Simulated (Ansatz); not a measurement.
Species: sum formula AlClF2, charge 0, multiplicity 1. 
Structure (B3LYP-D3(BJ)/def2-TZVP (Ansatz, a quantum-chemistry and plane-wave program) minimum search):
SMILES: [F][Al]([Cl])[F]
```xyz
4

F     -1.2760    -1.3874     0.0091
Al    -0.4205     0.0071     0.0035
F     -1.2286     1.4295     0.0116
Cl     1.6475    -0.0277    -0.0136
```
Charge 0, spin multiplicity 1.

Computed values are from Ansatz. Correlated levels leave the core frozen unless marked. Open shells are spin-unrestricted. No spin-orbit coupling. No relativistic terms. CBS marks a two-point X^-3 extrapolation of the correlation energy; Hartree-Fock from the larger set (for Q and 5 zeta extrapolated as (X+1)exp(-9√X)).

**Question.** What is the atomisation energy De at CCSD(T)/CBS(cc-pV(Q+d)Z,cc-pV(5+d)Z)?

**Answer.** 1641.0 kJ/mol.

**Question.** What is the vertical electron affinity (to the doublet; negative means unbound) at CCSD(T)/CBS(aug-cc-pV(T+d)Z,aug-cc-pV(Q+d)Z)?

**Answer.** 0.11 eV.

**Question.** What is the T1 diagnostic at CCSD/cc-pV(5+d)Z?

**Answer.** 0.011.

**Question.** What is the vertical triplet-singlet gap at CCSD(T)/CBS(aug-cc-pV(T+d)Z,aug-cc-pV(Q+d)Z)?

**Answer.** 7.45 eV.

**Question.** What is the dipole moment at CCSD(T)/aug-cc-pV(D+d)Z?

**Answer.** 0.51 D.
